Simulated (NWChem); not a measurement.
System: CH3FGeO, singlet; SMILES C[O][Ge][F]

The following NWChem deck was run.

```
start job
memory heap 200 mb stack 900 mb global 1100 mb
geometry units angstroms noautoz
  Ge     0.356956    -0.698555     0.038727
  F     -1.333928    -0.673014    -0.552133
  O      0.573569     1.065576     0.314411
  C     -0.387418     2.088244     0.092629
  H     -0.577340     2.630627     1.044139
  H      0.014229     2.821236    -0.640190
  H     -1.348068     1.683824    -0.290531
end
basis spherical
  * library 6-31g*
end
dft
  xc r2scan
  grid xfine
  iterations 150
  mulliken
end
task dft gradient
```

NWChem printed, in part:

```
             Northwest Computational Chemistry Package (NWChem) 7.3.0
             --------------------------------------------------------

 CS  symmetry detected

                             Geometry "geometry" -> ""
                             -------------------------

 Output coordinates in angstroms (scale by  1.889725989 to convert to a.u.)

  No.       Tag          Charge          X              Y              Z
 ---- ---------------- ---------- -------------- -------------- --------------
    1 Ge                  32.0000     0.35587548     0.69899886     0.00000000
    2 F                    9.0000    -1.43524556     0.67175902     0.00000000
    3 O                    8.0000     0.65313131    -1.07490081     0.00000000
    4 C                    6.0000    -0.32616654    -2.10422526     0.00000000
    5 H                    1.0000    -0.18949908    -2.74541997    -0.89767057
    6 H                    1.0000    -0.18949908    -2.74541997     0.89767057
    7 H                    1.0000    -1.35985829    -1.69839660     0.00000000

 Effective nuclear repulsion energy (a.u.)     272.2859303157

      Symmetry information
      --------------------

 Group name             Cs
 Group number              2
 Group order               2
 No. of unique centers     6

                                 NWChem DFT Module
                                 -----------------

 Summary of "ao basis" -> "ao basis" (spherical)
 ------------------------------------------------------------------------------
       Tag                 Description            Shells   Functions and Types
 ---------------- ------------------------------  ------  ---------------------
 Ge                          6-31g*                 12       32   5s4p3d
 F                           6-31g*                  6       14   3s2p1d
 O                           6-31g*                  6       14   3s2p1d
 C                           6-31g*                  6       14   3s2p1d
 H                           6-31g*                  2        2   2s

      Symmetry analysis of basis
      --------------------------

        a'         56
        a"         24

            General Information
            -------------------
          SCF calculation type: DFT
          Wavefunction type:  closed shell.
          No. of atoms     :     7
          No. of electrons :    58
           Alpha electrons :    29
            Beta electrons :    29
          Charge           :     0
          Spin multiplicity:     1
          Use of symmetry is: on ; symmetry adaption is: on
          Maximum number of iterations: 150
          AO basis - number of functions:    80
                     number of shells:    36
          Convergence on energy requested:  1.00D-06
          Convergence on density requested:  1.00D-05
          Convergence on gradient requested:  5.00D-04

              XC Information
              --------------
                      r^2SCAN Method XC Functional
               r^2SCAN metaGGA Exchange Functional  1.000
                     r^2SCAN Correlation Potential  1.000

             Grid Information
             ----------------
          Grid used for XC integration:  xfine
          Radial quadrature: Mura-Knowles
          Angular quadrature: Lebedev.
          Tag              B.-S. Rad. Rad. Pts. Rad. Cut. Ang. Pts.
          ---              ---------- --------- --------- ---------
          Ge                  1.25      160          10.0      1454
          F                   0.50      100          10.0      1454
          O                   0.60      100           8.0      1454
          C                   0.70      100          11.0      1454
          H                   0.35      100          12.0      1202
          Grid pruning is: on
          Number of quadrature shells:   660
          Spatial weights used:  Erf1

      Superposition of Atomic Density Guess
      -------------------------------------

 Sum of atomic energies:       -2288.30307249

      Non-variational initial energy
      ------------------------------

 Total energy =   -2289.128440
 1-e energy   =   -3731.205651
 2-e energy   =    1169.791281
 HOMO         =      -0.322820
 LUMO         =      -0.033029

      Symmetry analysis of molecular orbitals - initial
      -------------------------------------------------

  Numbering of irreducible representations:

     1 a'          2 a"

  Orbital symmetries:

     1 a'          2 a'          3 a'          4 a'          5 a"
     6 a'          7 a'          8 a'          9 a'         10 a'
    11 a'         12 a"         13 a'         14 a'         15 a'
    16 a"         17 a"         18 a'         19 a'         20 a'
    21 a'         22 a'         23 a"         24 a'         25 a"
    26 a'         27 a'         28 a"         29 a'         30 a"
    31 a'         32 a'         33 a'         34 a'         35 a"
    36 a'         37 a'         38 a"         39 a'

     ---------------------------------------------
      Total Density - Mulliken Population Analysis
     ---------------------------------------------

[...]

                         DFT ENERGY GRADIENTS

    atom               coordinates                        gradient
                 x          y          z           x          y          z
   1 Ge      0.672507   1.320916   0.000000    0.010602   0.006741   0.000000
   2 F      -2.712221   1.269440   0.000000   -0.010474   0.000098   0.000000
   3 O       1.234239  -2.031268   0.000000   -0.000952  -0.004174   0.000000
   4 C      -0.616365  -3.976409   0.000000    0.009733   0.007052   0.000000
   5 H      -0.358101  -5.188091  -1.696351   -0.000054  -0.006101  -0.006369
   6 H      -0.358101  -5.188091   1.696351   -0.000054  -0.006101   0.006369
   7 H      -2.569760  -3.209504   0.000000   -0.008800   0.002486   0.000000
```

Level: r2SCAN/6-31G* (spherical d). Low-valent species are run as closed-shell singlets; no triplet was tried in these runs. Structure relaxed at the PBE-D3(BJ)/def2-SVP level.
